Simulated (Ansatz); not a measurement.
Molecule: C₆H₁₂S, net charge 0, singlet state. 
Geometry from a B3LYP-D3(BJ)/def2-TZVP (Ansatz, an electronic-structure program) optimisation:
SMILES: C1CSCCCC1
```xyz
19

C     -0.1601    -1.7656     0.0728
C      0.8862    -1.2630    -0.9351
C      1.7815    -0.1335    -0.4123
C      1.1247     1.2326    -0.2499
S     -0.2944     1.3242     0.8900
C     -1.5291     0.4367    -0.1122
C     -1.5335    -1.0875     0.0226
H      0.2514    -1.6574     1.0786
H     -0.3187    -2.8366    -0.0764
H      0.4020    -0.9564    -1.8687
H      1.5399    -2.0974    -1.2004
H      2.6260    -0.0068    -1.0990
H      2.2053    -0.4402     0.5481
H      1.8482     1.9468     0.1468
H      0.7907     1.6171    -1.2172
H     -2.4999     0.8398     0.1779
H     -1.3621     0.7374    -1.1481
H     -2.1066    -1.4864    -0.8218
H     -2.0840    -1.3657     0.9248
```
Charge 0, spin multiplicity 1.

Parts of the frozen-core correlation energy in 6-31G* (Ansatz, hartree). Frozen orbitals: 11; correlated occupied orbitals by spin: 21 and 21; virtual: 101 and 101. No spin-orbit coupling. No relativistic terms.

```json
[
 {"term": "reference (HF)", "value": "-631.70567"},
 {"term": "MP2 opposite-spin", "value": "-0.68704"},
 {"term": "MP2 same-spin", "value": "-0.22244"},
 {"term": "CCSD correlation", "value": "-0.98848"},
 {"term": "(T)", "value": "-0.03254"},
 {"term": "T1 diagnostic", "value": "0.009"},
 {"term": "largest doubles amplitude", "value": "0.033"}
]
```
